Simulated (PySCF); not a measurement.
## Calculated data, B₂GeH₆N

All values are calculated (PySCF 2.14.0). Calculation on a computer-drawn molecule: the log of a Hartree-Fock and frozen-core CCSD(T) single point meant for a local Hartree-Fock minimum, with one planted fault or none, to be diagnosed. Offsets are logged minus clean, where the clean run is the same molecule without the fault. The reference is restricted for singlets and unrestricted otherwise, and also for a bond in bohr or an excited solution. Adding or removing an electron swaps singlet and doublet. The excited solution moves the top pair (singlet) or top alpha electron (doublet) to the lowest empty orbital. Highest occupied and lowest empty are orbital energies over both spins, largest force is the largest gradient component, triples share is (T) over the correlation energy, the T1 limit is 0.02 restricted and 0.045 unrestricted, electrons count all cores, a negative frequency is imaginary (commonest isotopes), and the dipole is about the centre of nuclear charge; on germanium a core potential holds 10 electrons, which the energies leave out, and 3d is frozen in MP2 and coupled-cluster steps.

Entry: B₂GeH₆N

Logged structure:
```xyz
10
B2GeH6N
B     -0.8865    -0.7041     2.0821
B     -1.6739    -0.7672     0.5777
N     -2.2839     0.3883    -0.0893
Ge    -3.0901     0.3017    -1.6367
H      0.2919    -0.5020     2.1479
H     -1.4923    -0.8917     3.0978
H     -1.7732    -1.7971    -0.0338
H     -2.2428     1.2889     0.3592
H     -3.6766     1.5648    -2.2148
H     -3.1540    -1.0413    -2.3110
```

```
meant charge                                : 1
meant multiplicity                          : 1
meant basis                                 : cc-pVDZ
meant basis and core potential on germanium : cc-pVDZ-PP ECP10MDF
logged electrons                            : 54
logged basis functions                      : 95
logged SCF converged                        : yes
logged spin squared                         : 0
logged highest occupied                     : -15.644 eV
logged lowest empty                         : -4.9948 eV
logged largest force                        : 3.601e-05 hartree/bohr
logged lowest frequency                     : 115.02 cm⁻¹
logged T1 diagnostic                        : 0.015545
logged D1 diagnostic                        : 0.055383
logged triples share                        : 0.028066
logged CC converged                         : yes
logged dipole magnitude                     : 3.1827 debye
logged SCF stable within its kind           : yes
logged energy HF                            : -400.42574 hartree
logged energy CCSD(T)                       : -400.89527 hartree
possible faults                             : no fault, one electron removed, one electron added, multiplicity raised by two, geometry at a saddle point, SCF held on an excited solution, minimal basis STO-3G, one bond length entered in bohr, all coordinates scaled
planted fault                               : no fault
HF energy offset from clean run             : 0 kcal/mol
CCSD(T) energy offset from clean run        : 0 kcal/mol
```

Drawn bonds:
```tsv
atom	other atom	order
1	2	1
2	3	1
3	4	1
1	5	1
1	6	1
2	7	1
3	8	1
4	9	1
4	10	1
```
